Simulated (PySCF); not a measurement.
Vertical excitation energies

Compound: C₄H₈Si.
Structure used (GFN2-xTB), in Å, numbered top down from 1:
```
atom  x, y, z in Å
C1     1.927   -0.199   -0.520
C2     0.500   -0.020   -0.135
C3    -0.183    1.110    0.076
C4    -1.581    0.681    0.436
Si5   -0.984   -1.140    0.232
H6     2.000   -0.738   -1.464
H7     2.453   -0.785    0.235
H8     2.425    0.764   -0.625
H9     0.158    2.134    0.011
H10   -2.335    1.041   -0.263
H11   -1.885    0.999    1.433
H12   -1.560   -1.894   -0.881
H13   -0.940   -1.951    1.448
```

Computed, not measured: TDDFT wB97X-D/def2-SVPD, vertical, gas phase, core orbitals frozen in the response in PySCF 2.14.0, density-fitted response routines.

**Question.** What does the calculation give for the low-lying excited states?

**Answer.** 

```tsv
state	E (eV)	λ (nm)	f	symmetry	main configurations (H = HOMO, L = LUMO)
S1	6.46	191.9	0.0027	A″	H→L (82%), H-1→L+1 (14%)
S2	6.72	184.5	0.0006	–	H-1→L+1 (82%), H→L (14%)
S3	6.73	184.1	0.122	A′	H→L+1 (83%), H-2→L (11%)
S4	7.08	175.2	0.0001	–	H→L+2 (72%), H→L+3 (20%)
S5	7.10	174.7	0.0014	–	H-2→L+1 (92%)
S6	7.40	167.6	0.025	A′	H-1→L (63%), H-2→L (24%)
S7	7.59	163.4	0.170	A′	H-2→L (56%), H-1→L (30%)
S8	7.93	156.3	0.0044	A″	H→L+3 (46%), H→L+4 (28%), H→L+2 (17%)
```

Triplets (Tamm–Dancoff): T1 4.40 eV, H→L+1 (94%); T2 6.13 eV, H-1→L+1 (82%), H-2→L+1 (11%); T3 6.38 eV, H→L (90%).

The lowest singlet lies at 6.46 eV (192 nm, vacuum ultraviolet) and is very weak; its leading configuration is HOMO→LUMO (82%). The strongest level in the table is S7 at 7.59 eV (163 nm, f = 0.170). Löwdin shares by element: HOMO carbon 80% (atoms not listed hold the other 20%); LUMO silicon 36%, hydrogen 23% or more, carbon 12% or more (atoms not listed hold the other 29%). Of the 8 states listed, 3 reach f = 0.01 and 1 stays under 0.0005. The listed states span 1.47 eV. The oscillator strengths of these states sum to 0.326; summed over the whole spectrum of an exact calculation they would give the number of electrons, 46 (Thomas–Reiche–Kuhn). No computed singlet lies in the visible range (380 to 750 nm); the lowest, at 192 nm, stands 3.20 eV above its violet end (3.26 eV). Symmetry labels in Cs follow from the direction of the transition dipole and are given only for states with f of 0.002 or more. Singlets were solved by full linear response, triplets in the Tamm–Dancoff approximation.
